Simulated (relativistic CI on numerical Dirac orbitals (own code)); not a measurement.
## What each ingredient does to the levels of Ge4+

Base calculation: Dirac-Coulomb-Breit CI, separate exchange-only KLI orbitals for each configuration, QED by a radiative potential, valence Slater integrals scaled by 0.85, P86 correlation energy added to each configuration.

CI space (outside the closed core [Ar]): 3d10, 3d9 4s, 3d9 4p, 3d9 4d, 3d9 5s, 3d9 5p, 3d8 4s2, 3d9 4f, 3d9 5d, 3d8 4s 4p, 3d9 5f, 3d9 5g, 3d8 4p2, 3d8 4s 4d. Levels of other configurations are missing.

The lowest level and the first level of each name with at least 55 % of one term (blank where a level has no safe partner in the second run):

```
       Level  Base (cm⁻¹)  Shift (cm⁻¹)
   3d10 1S_0            0             0
 3d9 4s 3D_3       232098          -374
 3d9 4s 3D_2       233760          -374
 3d9 4s 3D_1       236546          -374
 3d9 4s 1D_2       239408          -373
3d9 4p 3P°_2       321358          +263
3d9 4p 3F°_3       324976          +263
3d9 4p 3P°_1       325335          +263
3d9 4p 3F°_4       326885          +262
3d9 4p 3P°_0       327710          +263
3d9 4p 3F°_2       327947          +262
3d9 4p 1D°_2       332325          +264
3d9 4p 3D°_3       333785          +263
3d9 4p 3D°_2       336849          +264
```

At this charge configurations can still be misplaced by up to about 7 % of their energy. 34 of the 51 excited levels that our extract of the measured tables holds in this range could be paired (the sources list more); they are missed by 5216 cm⁻¹ on average and 9029 at most, and levels without a partner can miss by more.

Q: One thing was changed in a second run, which moved the levels as shown. Which?
A. no correlation estimate
B. configuration mixing switched off
C. only the first 3 configurations
D. QED terms removed
E. Breit term removed
F. self-excluded LDA correlation estimate

A: F. Self-excluded LDA correlation estimate. A correlation estimate moves all levels of a configuration together before mixing; mixed levels move by a weighted share.

LS names give the leading component of a level, which can be under half, so a name can repeat, a term be missing and a line seem to break the LS rules.
